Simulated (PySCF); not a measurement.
CH₃BrSTe, SMILES CS[Te]Br. Geometry: PBE-D3(BJ)/def2-SVP. The structure was generated by enumeration, and PubChem lists no compound with its InChIKey, so it may never have been made. The def2 effective core potentials stand for the cores of Te; spin–orbit coupling is left out. One conformer was computed; it need not be the lowest.

Computed equilibrium geometry at PBE-D3(BJ)/def2-SVP (PySCF confirms it by a frequency run) as a Z-matrix (one conformer of several):
```
C
H 1 1.1059
H 1 1.1063 2 110.43
H 1 1.1088 2 109.61 3 -120.42
S 1 1.8336 2 111.40 4 -116.72
Te 5 2.3872 1 104.41 2 -58.20
Br 6 2.5753 5 103.22 1 -82.12
```
Charge 0, spin multiplicity 1.
